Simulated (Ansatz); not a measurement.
Reaction (cleavage of the Sn–Al bond): `[SiH3][AlH][SnH3]` + H–F → `[F][SnH3]` + `[AlH2][SiH3]`

Gas-phase electronic energies from Ansatz, PBE0-D4/def2-TZVP geometries. CCSD(T)/CBS adds triple-zeta CCSD(T) − MP2 to the extrapolated MP2 energy (def2 sets, frozen cores). This one scheme is used for every species. DFT in def2-TZVPP. Elements past krypton have def2 core potentials. For Sn outer-core shells are correlated without core-valence functions, which leaves a few kJ/mol of doubt a bond.

CCSD(T)/CBS gives +1.3 kJ/mol.

Another level gave -14.5 kJ/mol. Which?
A. PBE0/def2-TZVPP
B. CCSD/def2-TZVPP
C. BLYP-D4/def2-TZVPP
D. r2SCAN-D4/def2-TZVPP

C. BLYP-D4 -14.5, PBE0 4.4, r2SCAN-D4 -7.1, CCSD/def2-TZVPP -0.3 kJ/mol.

Largest T1 diagnostic among the species: 0.014.

At CCSD(T), def2-SVP lies −10.5 kJ/mol from the extrapolated value and def2-TZVPP +0.6 kJ/mol. From PBE to PBE0 (25 % exact exchange), in def2-TZVPP and without D4, ΔE moves by +3.7 kJ/mol.
